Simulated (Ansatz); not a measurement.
`CC([SeH])[TeH]` + `N[AsH2]` → `N[AsH][TeH]` + `CC[SeH]`  (ligand exchange at a Te–C bond)

Isolated molecules relaxed with PBE0-D4/def2-TZVP in Ansatz; ΔE leaves out vibrations. CCSD(T)/CBS adds triple-zeta CCSD(T) − MP2 to the extrapolated MP2 energy (def2 sets, frozen cores). Functionals use def2-TZVPP. B3LYP here is the variant with VWN-RPA as its local correlation; programs differ in this. HSE06 is defined as in plane-wave codes. Elements past krypton have def2 core potentials. For As, Se, Te outer-core shells are correlated without core-valence functions, which leaves a few kJ/mol of doubt a bond. Scalar relativity is left out up to krypton. Each species was taken in one conformer, which may not be the lowest.

| level | ΔE (kJ/mol) | difference from CCSD(T)/CBS |
| --- | --- | --- |
| PBE-D4 | -112.9 | -14.4 |
| BLYP-D4 | -112.1 | -13.6 |
| B97M-V | -102.7 | -4.2 |
| B3LYP-D4 | -112.3 | -13.8 |
| r2SCANh-D4 | -114.0 | -15.5 |
| HSE06-D4 | -112.9 | -14.4 |
| BHLYP-D4 | -111.8 | -13.3 |
| ωB97M-V | -104.1 | -5.6 |
| PBE-QIDH | -105.4 | -6.9 |
| PBE | -116.7 | -18.2 |
| revPBE | -119.5 | -21.0 |
| RPA@PBE/def2-TZVPP | -88.1 | 10.4 |
| CCSD/def2-SVP | -105.4 | -6.9 |
| CCSD(T)/def2-SVP | -103.6 | -5.1 |
| HF/def2-QZVPP | -117.4 | -18.9 |
| MP2/def2-QZVPP | -94.4 | 4.1 |
| CCSD(T)/CBS | -98.5 | 0 |

Largest T1 diagnostic among the species: 0.012.

From BLYP to BHLYP (50 % exact exchange), in def2-TZVPP and without D4, ΔE moves by +3.6 kJ/mol. Leaving LDA and LC-ωPBE aside and taking each functional with its dispersion term where it has one, the values, not all of them listed here, spread over 11.6 kJ/mol, from r2SCAN0-D4 to ωB97X-V. LDA lies +8.4 kJ/mol from PBE without D4. In def2-TZVPP, CCSD(T) changes the Hartree–Fock value by +22.8 kJ/mol (the triples alone add +2.0 kJ/mol) and MP2 by +25.2 kJ/mol.
